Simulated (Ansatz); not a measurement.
Stepwise reaction of `N[Si](O)(O)F` with hydrogen chloride, as a gas-phase model of exchange steps in deposition or etching. ΔE in kJ/mol; ΔG adds harmonic PBE0-D4 terms to CCSD(T)/CBS, at 1 bar.

Calculated with Ansatz (gas phase, PBE0-D4/def2-TZVP geometries, no zero-point term in ΔE). CCSD(T)/CBS adds triple-zeta CCSD(T) − MP2 to the extrapolated MP2 energy (def2 sets, frozen cores). This one scheme is used for every species. DFT in def2-TZVPP. B3LYP here is the variant with VWN-RPA as its local correlation; programs differ in this. One conformer a species, not always the lowest.

```csv
step,reaction,PBE-D4,B3LYP-D4,ωB97M-V,CCSD(T)/CBS,ΔG(500 K)
1,`N[Si](O)(O)F` + HCl → `N[Si](O)(F)Cl` + H₂O,5.5,13.9,12.6,11.8,14.0
2,`N[Si](O)(F)Cl` + HCl → `N[Si](F)(Cl)Cl` + H₂O,8.7,16.3,15.2,14.5,13.6
```

Task: By hand: ΔE of the 2 steps together at CCSD(T)/CBS.

Result: (11.8) + (14.5) = 26.3 kJ/mol, or 13.2 kJ/mol a step.

In ΔE the steps differ by no more than 2.7 kJ/mol. All are uphill at CCSD(T)/CBS. ΔG lies between 13.6 and 14.0 kJ/mol a step. PBE-D4 differs from CCSD(T)/CBS by -6.3 to -5.8 kJ/mol a step. Isolated molecules leave out the surface, adducts and barriers. Largest T1 diagnostic: 0.011.
